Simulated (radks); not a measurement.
Spherical quantum dot in the effective-mass picture: electrons in a hard-walled sphere of radius 2.47, with a point charge +1 (a donor) at the centre, all in effective atomic units (hartree* = m*/eps^2 hartree, bohr* = eps/m* bohr), one dielectric constant everywhere. Calculated with a radial shooting solver with Libxc functionals: non-relativistic Kohn-Sham, PBEsol, spin-polarised, spherical densities. Levels are named by radial order and angular momentum (1s, 1p, 1d, 2s, ...), and open shells are averaged over m. Results are scaled to m* = 0.059 and eps = 15.5, for which hartree* = 6.683 meV and bohr* = 13.9 nm.

N = 19, configuration 1s2 1p6 1d10 2s(up 1, down 0). This is the lowest configuration that the search found. Occupied and some empty levels:

level    occupation  eigenvalue (meV)  <r> (nm)
1s up             1            68.882     20.23
1s down           1            69.150     20.66
1p up             3            72.865     22.70
1p down           3            72.949     22.75
1d up             5            78.499     23.92
1d down           5            78.555     23.92
2s up             1            82.846     14.87
2s down           0            84.196     14.97
1f up             0            85.824     24.79
1f down           0            85.879     24.79
1g up             0            94.738     25.48
1g down           0            94.798     25.48
2p up             0            95.636     17.65
2p down           0            96.194     17.84

Energy (meV): total 800.500, kinetic 300.07, external -87.630, Hartree 667.36, exchange-correlation -79.291.
